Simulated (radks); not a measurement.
Question: Calculated with a radial shooting solver on a logarithmic mesh with Libxc functionals: scalar-relativistic Kohn-Sham, LDA (Slater exchange, VWN5 correlation), spin-polarised, spherical densities, finite nucleus; open shells are filled with parallel spins first (spin-orbit coupling, left out, can overturn this in heavy ions); Fermi nuclear charge, rms radius of each element as measured or else 0.836 A^(1/3) + 0.57 fm. Response by self-consistent Sternheimer equations with the Hartree and adiabatic LDA kernel, the relativistic mass of each level held fixed and spin-orbit coupling left out. For heavy and open-shell atoms this level of theory can miss by tens of per cent. Rank Ba2+, Cs+, Pr5+, Nd6+, Xe, Pm7+, Ce4+, La3+, Sm8+ (NIST ground configurations) by static dipole polarisability, largest first.

Answer: Xe 28.72, Cs+ 16.21, Ba2+ 10.71, La3+ 7.684, Ce4+ 5.807, Pr5+ 4.550, Nd6+ 3.669, Pm7+ 2.951, Sm8+ 2.398 bohr^3.
